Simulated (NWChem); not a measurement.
# SeSn in NWChem

```xyz
2

Sn     0.0000     0.0000     0.9594
Se     0.0000     0.0000    -1.4109
```
Charge 0, spin multiplicity 1.

The numbers come from NWChem runs, not from measurements. Structure: optimised with PBE/def2-SVP with def2 effective core potentials on Sn, a minimum by its harmonic frequencies.

Effective core potentials replace the inner electrons of Sn; spin-orbit coupling is left out. The correlated methods keep 13 core orbitals frozen. The structure started from a generated list of species.

Worked example. A B2PLYP run in def2-SVP ends its self-consistent part (53 % exact exchange, 47 % B88, 73 % LYP) at -2614.84239 Ha, and second-order perturbation theory on those orbitals gives -0.40501 Ha unscaled.

The perturbative term enters with the weight 0.27: -2614.84239 + 0.27·(-0.40501) = -2614.95174 Ha is the total energy.
